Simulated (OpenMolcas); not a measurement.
O2+: the spin-orbit constant, worked from levels

```json
{
  "Program": "OpenMolcas 26.06",
  "Basis": "ANO-R1 [3s2p1d]",
  "Scalar Hamiltonian": "X2C, finite nucleus",
  "Active space": "4 electrons in 4 orbitals (2s 2p)",
  "State averaging": "2S+1 = 3 even, 6 roots; 2S+1 = 1 even, 11 roots; 2S+1 = 5 odd, 1 root; 2S+1 = 3 odd, 9 roots; 2S+1 = 1 odd, 8 roots",
  "Spin-orbit coupling": "RASSI with atomic mean-field integrals over the reference wave functions, term energies averaged over their components"
}
```

Methods: CASSCF; MS-CASPT2, IPEA 0.25 Eh, imaginary shift 0.1 Eh (closed shells correlated: 1s).

**The spin-orbit constant.** For the Hund term 3P of p2, E(J) = (A/2) J(J+1) + constant and ζ = 2S·A = 2A. From J = 0 to J = 2 the energy changes by 3 A.

```tsv
Source	E(2) - E(0)	A	ζ
CASSCF	304.8	101.6	203
MS-CASPT2	305.2	101.7	203
```

All in cm-1. Both methods take the spin-orbit matrix elements from the reference wave functions, so the second can move ζ only through the term energies and any multistate remixing. Second-order mixing with other terms is absorbed into this ζ.

Only configurations of the active space appear.
